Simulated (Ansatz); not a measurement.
Reaction (ligand exchange at the Si–O bond): `[SiH3]OBCl` + `OC1=CC1` → `[SiH3]OC1=CC1` + `OBCl`

Calculated with Ansatz (gas phase, PBE0-D4/def2-TZVP geometries, no zero-point term in ΔE). CBS: MP2 limit from def2 TZ/QZ plus the TZ coupled-cluster correction, frozen cores. This one scheme is used for every species. DFT in def2-TZVPP. One conformer a species, not always the lowest.

```tsv
level	ΔE (kJ/mol)
PBE-D4	0.6
SCS-MP2/def2-QZVPP	0.7
HF/CBS(def2)	4.6
MP2/CBS(def2)	0.9
```

(1) What does CCSD(T)/CBS give? (Estimate.)

Largest T1 diagnostic among the species: 0.012.

## Answers

(1) Computed: +1.7 kJ/mol. The listed levels differ from it by -1.1, -1.0, 2.9, -0.8 kJ/mol.

In def2-TZVPP, CCSD(T) changes the Hartree–Fock value by −4.1 kJ/mol (the triples alone add −0.7 kJ/mol) and MP2 by −5.0 kJ/mol.
